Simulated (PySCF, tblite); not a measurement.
Isomers of C7H10O2Si, one GFN2-xTB conformer each. Single-point energies are computed at PBE0/pcSseg-1 (PySCF, gas phase, no added dispersion term), electronic only.

**Question.** Rank them by PBE0/pcSseg-1 energy, lowest first (kcal/mol).
A. `[O:1]=[C:2]1[CH2:3][CH:4]=[CH:5][Si@:6]12[CH2:7][CH2:8][O:9][CH2:10]2` with O1–C2–C3–C4 179°, C2–C3–C4–C5 1°, C4–C5–Si6–C7 124°, C5–Si6–C7–C8 134°
B. `[CH3:1][C:2]#[C:3][C:4](=[C:5]=[O:6])[CH2:7][SiH2:8][O:9][CH3:10]` with C3–C4–C7–Si8 70°, C4–C7–Si8–O9 -178°, C7–Si8–O9–C10 -179°

**Answer.** A (0.0), B (26.6).

As drawn, the higher has a C≡C bond, cumulated double bonds and an Si–O bond, which the lower lacks. GFN2-xTB itself gives, in the same order: 15.9, 0.0. GFN2-xTB puts CC#CC(=C=O)C[SiH2]OC lowest instead.

**Question.** Which frontier levels, dipoles and rotational constants go with these structures?

**Answer.** 
| SMILES | HOMO (eV, PBE0/pcSseg-1) | LUMO (eV) | dipole (D) | A, B, C (MHz) |
| --- | --- | --- | --- | --- |
| O=C1CC=C[Si@]12CCOC2 | -6.58 | -1.48 | 2.40 | 2108, 838.0, 729.8 |
| CC#CC(=C=O)C[SiH2]OC | -6.02 | -1.15 | 2.59 | 1332, 576.7, 423.0 |

**Question.** What happens when harmonic zero-point energies from GFN2-xTB frequencies are added?

**Answer.** 
| SMILES | ZPE (kcal/mol) | electronic (kcal/mol) | with ZPE (kcal/mol) |
| --- | --- | --- | --- |
| O=C1CC=C[Si@]12CCOC2 | 97.0 | 0.0 | 0.0 |
| CC#CC(=C=O)C[SiH2]OC | 91.0 | 26.6 | 20.6 |

The zero-point energies span 6.0 kcal/mol. The order is unchanged.
